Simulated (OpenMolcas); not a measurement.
# B2+: effect of the basis set

| Item | Value |
| --- | --- |
| Program | OpenMolcas |
| Method | CASSCF |
| Active space | 1 electron in 4 orbitals (2s 2p) |
| State averaging | 2S+1 = 2 even, 1 root; 2S+1 = 2 odd, 3 roots |
| Spin-orbit coupling | state interaction with AMFI integrals over the reference wave functions, term energies averaged over their components |

A. ANO-RCC-VDZP [3s2p1d], DKH2, point nucleus; cost about 7 core-seconds
B. ANO-L-VTZP [4s3p2d1f], non-relativistic, point nucleus; cost roughly 5 core-seconds
C. ANO-RCC-VTZP [4s3p2d1f], DKH2, point nucleus; cost of the order of 9 core-seconds
D. ANO-R2 [4s4p2d1f], X2C, finite nucleus; cost roughly 5 core-seconds
E. ANO-R3 [4s4p2d1f], X2C, finite nucleus; cost roughly 4 core-seconds
F. ANO-RCC-VQZP [5s4p3d2f1g], DKH2, point nucleus; cost of the order of 4 core-seconds

Energies in eV above 2s ²S_1/2, the measured ground level; measured values from Moore, Atomic Energy Levels, vol. I, NSRDS-NBS 35 (1971 reprint of NBS Circular 467, 1949).

| Level | A | B | C | D | E | F | Measured |
| --- | --- | --- | --- | --- | --- | --- | --- |
| 2s ²S_1/2 | 0.0000 | 0.0000 | 0.0000 | 0.0000 | 0.0000 | 0.0000 | 0.0000 |
| 2p ²P°_1/2 | 6.0808 | 6.2472 | 6.0816 | 6.0717 | 6.0717 | 6.0612 | 5.9957 |
| 2p ²P°_3/2 | 6.0846 | 6.2501 | 6.0854 | 6.0753 | 6.0753 | 6.0650 | 5.9999 |

Deviations, from unrounded energies. A percentage is the sum of absolute deviations over the sum of measured energies, with the sign that they share, or ± where signs differ.

```tsv
Against measurement	Levels	A	B	C	D	E	F
mean absolute deviation (cm-1)	2	680	2000	690	610	610	530
other configurations (%)	2	+1.4	+4.2	+1.4	+1.3	+1.3	+1.1
```

F lies closest to measurement on these levels and B furthest from it. The largest miss of F in the table is 2p ²P°_1/2, by +530 cm-1. The ranking rests on the paired levels alone, and a cruder setting can come out closer through cancelling errors.

Among A to F the level of the table that moves most is 2p ²P°_1/2, by 1500 cm-1 (lowest in F, highest in B).

With one active electron the reference holds no correlation, so core polarisation is missing. Computed and measured levels are paired by configuration, term and J; levels that our copy of the source lacks, or whose pairing is in doubt (as where it misses far off the trend of its configuration), stay unpaired and out of the deviations. Only configurations of the active space appear.

° marks odd parity.
